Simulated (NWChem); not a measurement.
NH₃Te; SMILES N[TeH]

```xyz
5

Te     0.0358    -0.3045     0.0000
H     -1.6252    -0.5683     0.0000
N      0.0770     1.7406     0.0000
H     -0.3878     2.1102     0.8271
H     -0.3878     2.1102    -0.8271
```
Atoms are numbered in this order, from 1.

Program: NWChem. Geometry: optimised at PBE0/def2-SVP. def2 effective core potentials on Te; no spin-orbit coupling.

Problem. Estimate the computed values for PBE/def2-SVP. Quantities: highest occupied level (eV); orbital gap (eV); dipole (D).

Solution. 
* **highest occupied level (eV)**: -5.06
* **orbital gap (eV)**: 3.39
* **dipole (D)**: 1.47
